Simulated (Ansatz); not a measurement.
Total energies of AgPd2⁻ from Ansatz at PBE0-D4/def2-TZVPD, gas phase (1 Eh = 27.2114 eV = 2625.5 kJ/mol). The reference geometry is relaxed at r2SCAN-D4/def2-TZVPD.

```xyz
3

Pd    0.743    0.302    1.266
Pd   -0.587    1.120   -0.804
Ag   -0.155   -1.422   -0.463
```

| state | geometry | energy (Eh) |
| --- | --- | --- |
| charge -1 singlet | reference | -402.84409 |
| charge 0 doublet | reference | -402.79624 |
| charge -1 triplet | relaxed at r2SCAN-D4/def2-TZVPD | -402.82916 |
| charge -1 quintet | relaxed at r2SCAN-D4/def2-TZVPD | -402.77372 |

In the def2 sets Ag, Pd take a core potential; there is no spin–orbit coupling.

(1) Work out the vertical ionisation energy to the doublet.

(2) Which of the charge -1 states is lowest, and how far above it are the others?

(1) E(charge 0 doublet) − E(charge -1 singlet) = -402.79624 − (-402.84409) = 0.04785 Eh = 1.30 eV. For comparison, −ε of the highest occupied level is -0.24 eV at this level, 1.54 eV less.

(2) The singlet. triplet: -402.82916 − (-402.84409) = 0.01493 Eh = 39.2 kJ/mol; quintet: -402.77372 − (-402.84409) = 0.07037 Eh = 184.8 kJ/mol.

At PBE0-D4/def2-TZVPD the highest occupied level of the charge -1 singlet lies above zero (up to 0.24 eV). By energy differences its removal costs 1.30 eV (vertical, to the charge 0 doublet, at PBE0-D4/def2-TZVPD), and other spins of that charge weren't run; a positive level beside a positive removal energy at the same level points to self-interaction error. At PBE0-D4/def2-TZVPD the highest occupied level of the charge -1 triplet lies above zero (up to 0.52 eV). It is a level of α spin, whose loss leaves a doublet; that state wasn't run at this geometry and level. The electron is either unbound and held by the finite basis, or the level is raised by self-interaction error. 

The structure comes from a short search, and lower isomers may exist.
